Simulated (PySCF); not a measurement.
GeO, triplet, at a GFN2-xTB geometry (the spin is typed, not shown lowest); B97M-V/cc-pVTZ (PySCF).

Here is a job for PySCF.
```python
from pyscf import gto, scf, dft

mol = gto.M(
    atom='''
Ge   -0.00000000   -0.00000000   -0.33477338
O     0.00000000    0.00000000    1.33909353
''',
    basis='cc-pvtz',
    spin=2,
    verbose=3,
)

mf = dft.UKS(mol)
mf.xc = 'b97m_v'
mf.grids.atom_grid = (99, 590)
mf.grids.prune = None
mf.kernel()
```

The log (banner, timings and long lists left out):

```
converged SCF energy = -2151.74328594269  <S^2> = 2.0075645  2S+1 = 3.0050388
```
